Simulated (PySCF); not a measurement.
Correlation energy of Pt⁶³⁺ (platinum, charge +63)

[Ne] 3s2 3p3, high-spin 4S determinant. All numbers are calculated (PySCF 2.14, the non-relativistic Hamiltonian (point nucleus), in an uncontracted even-tempered set (16 s from 18 bohr⁻², ratio 2.5; 10 p from 24 bohr⁻², ratio 2.5; 4 d from 92 bohr⁻², ratio 2.7; 4 f from 140 bohr⁻², ratio 2.7)). Frozen: 1s2; 13 electrons correlated; the 17 highest virtual orbitals of each spin left out.

```
  level  correlation energy (mhartree)
   CCSD                        -532.79
    (T)                          -0.61
CCSD(T)                        -533.40
```

Diagnostics: T1 = 0.00014, D1 = 0.0004, largest double amplitude 0.020.

A non-relativistic calculation at this Z misses sizeable relativistic shifts. Spin-orbit coupling is strong in this species (close to jj coupling), so the high-spin LS determinant is a model state, not a physical level.

Cost of the coupled-cluster step: of the order of 22 core-seconds, for 13 correlated electrons.

At this charge a non-relativistic calculation is a model, useful for the Z dependence of the correlation energy.

Spin-orbit coupling is strong in this species, so the high-spin LS determinant is a model state.
